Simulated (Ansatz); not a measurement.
Stepwise reaction of `CC[Si]CC` with methanol, as a gas-phase model of exchange steps in deposition or etching. ΔE in kJ/mol; ΔG adds harmonic PBE0-D4 terms to CCSD(T)/CBS, at 1 bar.

Isolated molecules relaxed with PBE0-D4/def2-TZVP in Ansatz; ΔE leaves out vibrations. CBS: MP2 limit from def2 TZ/QZ plus the TZ coupled-cluster correction, frozen cores. This one scheme is used for every species. DFT in def2-TZVPP. B3LYP here is the variant with VWN-RPA as its local correlation; programs differ in this. One conformer a species, not always the lowest.

```
step                                reaction  PBE-D4  B3LYP-D4  ωB97M-V  CCSD(T)/CBS  ΔG(500 K)
   2  `CC[Si]OC` + CH₃OH → `CO[Si]OC` + `CC`  -154.9    -167.4   -163.5       -158.9     -149.9
```

Question: Give the row of step 1, `CC[Si]CC` + CH₃OH → `CC[Si]OC` + `CC`. (An estimate is asked.)

Answer: The calculation gave: 
| step | reaction | PBE-D4 | B3LYP-D4 | ωB97M-V | CCSD(T)/CBS | ΔG(500 K) |
| --- | --- | --- | --- | --- | --- | --- |
| 1 | `CC[Si]CC` + CH₃OH → `CC[Si]OC` + `CC` | -150.3 | -161.4 | -156.8 | -152.6 | -140.7 |

Question: By hand: ΔE of the 2 steps together at CCSD(T)/CBS.

Answer: (-152.6) + (-158.9) = -311.5 kJ/mol, or -155.8 kJ/mol a step.

In ΔE each step is lower than the one before. All are downhill at CCSD(T)/CBS. ΔG lies between -149.9 and -140.7 kJ/mol a step. PBE-D4 differs from CCSD(T)/CBS by 2.3 to 4.0 kJ/mol a step. Isolated molecules leave out the surface, adducts and barriers. Largest T1 diagnostic: 0.014.
